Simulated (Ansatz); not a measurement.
Cost and result for the atomization energy of C₂H₅NOZn (`C[N]([ZnH])C=O`) (10 atoms, 9 bonds).

```
atom    x (Å)    y (Å)    z (Å)
  C1   0.3850  -0.4811   1.1131
  N2  -0.0358   0.0408  -0.1784
 Zn3   0.4459  -0.7124  -1.7969
  C4  -0.8229   1.1413  -0.1316
  O5  -1.1904   1.7048   0.8762
  H6   0.9520   0.2673   1.6729
  H7   1.0130  -1.3630   0.9745
  H8  -0.4780  -0.7591   1.7239
  H9   0.8524  -1.3456  -3.1160
 H10  -1.1213   1.5070  -1.1375
```

Charge 0, multiplicity 1. For Zn the d shell is correlated and the shells below it are frozen. Scalar relativity is left out up to krypton. The structure was optimised at the PBE0-D4/def2-TZVP level. It is one conformer, not always the lowest. Program: Ansatz. All runs use 4 threads of an Arm Neoverse V1 on a shared host. Times are those of one run each, without the atoms' runs, and a repeat can differ threefold. Electronic energies, without spin–orbit coupling; frozen cores. CCSD(T)/CBS adds CCSD(T) − MP2 in def2-TZVPP to the MP2 limit, and its time is that of the two runs behind it. T1 = 0.017. With those shells the extrapolation isn't a true limit. B3LYP takes the VWN-RPA correlation (the form of Gaussian; ORCA's B3LYP/G). HSE06 is the plane-wave form, built on full-range PBE exchange.

CCSD(T)/CBS is a level of theory with its own doubt, some kJ/mol a heavy atom from the limit and from the frozen cores, so smaller differences don't rank the functionals.

| level | functions | wall time |
| --- | --- | --- |
| PBE0-D4/def2-TZVPP | 258 | 3.8 s |
| BHLYP-D4/def2-TZVPP | 258 | 4 s |
| HSE06-D4/def2-TZVPP | 258 | 4.1 s |
| B3LYP-D4/def2-TZVPP (with forces) | 258 | 6 s |
| r2SCANh-D4/def2-TZVPP | 258 | 6.5 s |
| B2PLYP/def2-TZVPP | 258 | 7 s |
| PBE-QIDH/def2-TZVPP | 258 | 7 s |
| CCSD(T)/def2-SVP | 112 | 8 s |
| ωB97X-V/def2-TZVPP | 258 | 9.5 s |
| ωB97M-V/def2-TZVPP (with forces) | 258 | 14 s |
| MP2/def2-QZVPP | 478 | 37 s |
| CCSD(T)/def2-TZVPP | 258 | 4.5 min |
| CCSD(T)/CBS(def2) | – | 5.1 min |

**Question.** What atomization energy does each give, and how far from CCSD(T)/CBS? (Estimate.)

**Answer.** Computed: 
```csv
level,atomization (kcal/mol),difference from CCSD(T)/CBS,per bond
PBE0-D4/def2-TZVPP,862.4,7.4,0.8
BHLYP-D4/def2-TZVPP,822.0,-33.0,-3.7
HSE06-D4/def2-TZVPP,863.2,8.2,0.9
B3LYP-D4/def2-TZVPP (with forces),857.1,2.1,0.2
r2SCANh-D4/def2-TZVPP,855.1,0.1,0.0
B2PLYP/def2-TZVPP,849.3,-5.7,-0.6
PBE-QIDH/def2-TZVPP,853.0,-2.0,-0.2
CCSD(T)/def2-SVP,811.4,-43.6,-4.8
ωB97X-V/def2-TZVPP,863.2,8.2,0.9
ωB97M-V/def2-TZVPP (with forces),860.6,5.6,0.6
MP2/def2-QZVPP,868.0,13.0,1.4
CCSD(T)/def2-TZVPP,831.6,-23.4,-2.6
CCSD(T)/CBS(def2),855.0,0.0,0.0
```

At CCSD(T), def2-SVP lies −43.6 kcal/mol from the extrapolated value and def2-TZVPP −23.4 kcal/mol: correlation converges slowly with the basis, and small sets miss more of it in the bonded molecule than in its fragments. The D4 term adds +7.5 kcal/mol with B3LYP and +3.9 kcal/mol with PBE0; it sums over pairs of atoms, weighted by their polarisabilities, and B3LYP, whose exchange is more repulsive, gets the larger term. From BLYP to BHLYP (50 % exact exchange), in def2-TZVPP and without D4, the atomization energy moves by −35.0 kcal/mol: exact exchange takes away binding that semilocal exchange gives to molecules.
